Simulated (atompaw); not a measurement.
**Cutoff test, aluminium, PAW (atompaw)**

atompaw 4.2.0.5 input, output lines left out:

```
Al 13
GGA-PBE scalarrelativistic loggrid 1500 logderivrange -3 5 201
3 3 0 0 0 0
3 1 0
0 0 0
c
c
v
c
v
2
2.80 2.30 1.90 1.60
y
2
n
y
0.25
n
y
0.35
n
custom rrkj gramschmidtortho sinc
3 0.5 troulliermartins
2.25
2.80
2.80
2.80
2.75
```

The pseudo-atom Hamiltonian at the reference potential is diagonalised in spherical Bessel functions j_l(qr) that vanish at 20 bohr, with q² up to the cutoff. All-electron valence levels (Ry): 3s -1.0886, 3p -0.6654.

Problem. How do the lowest levels (Ry) of each channel move with the cutoff, and are there ghosts?

Solution.

| cutoff (Ry) | s #1 | s #2 | p #1 | d #1 | f #1 | Σ f·Δε (mRy) |
| --- | --- | --- | --- | --- | --- | --- |
| 8 | -1.0884 | -0.2777 | -0.6650 | -0.2258 | -0.0519 | 0.3 |
| 10 | -1.0884 | -0.2778 | -0.6654 | -0.2267 | -0.0519 | 0.3 |
| 400 | -1.0886 | -0.2779 | -0.6654 | -0.2278 | -0.0519 | 0.0 |

Result: no extra level below or beside the all-electron valence levels (s, p, d, f tested); 10 mRy is reached at 6 Ry and 1 mRy at 6 Ry.
